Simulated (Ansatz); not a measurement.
C3H3FSi. Charge 0, multiplicity 1. Geometry: relaxed with PBE0-D4/def2-TZVP.

```xyz
8

F     1.467    1.601    1.268
C     1.146    0.614    0.422
C     0.369    0.776   -0.657
C    -0.669    0.157   -1.203
Si   -0.337   -0.625    0.474
H    -0.761   -0.190   -2.224
H     0.051   -2.044    0.350
H    -1.265   -0.289    1.570
```

Q: What is the dipole moment at PBE/def2-TZVPP? (An estimate is asked.)

A: Computed: 2.05 D, with components (-1.32, -1.48, -0.50) D in this frame, pointing from negative to positive charge.

Q: And with r2SCAN, B3LYP, ωB97M-V? (Best estimate.)

A: Computed: r2SCAN 2.15 D, B3LYP 2.28 D, ωB97M-V 2.27 D.

Q: Give the Mulliken charges with PBE, r2SCAN, ωB97M-V in def2-TZVPP. (Estimate.)

A: The calculation gave: 
```tsv
atom	PBE	r2SCAN	ωB97M-V
F1	-0.15	-0.19	-0.18
C2	0.00	-0.03	-0.05
C3	0.03	0.07	0.10
C4	-0.19	-0.25	-0.26
Si5	0.27	0.41	0.27
H6	0.10	0.09	0.13
H7	-0.04	-0.05	0.00
H8	-0.04	-0.05	0.00
```

B3LYP here is the variant with VWN-RPA as its local correlation; programs differ in this.
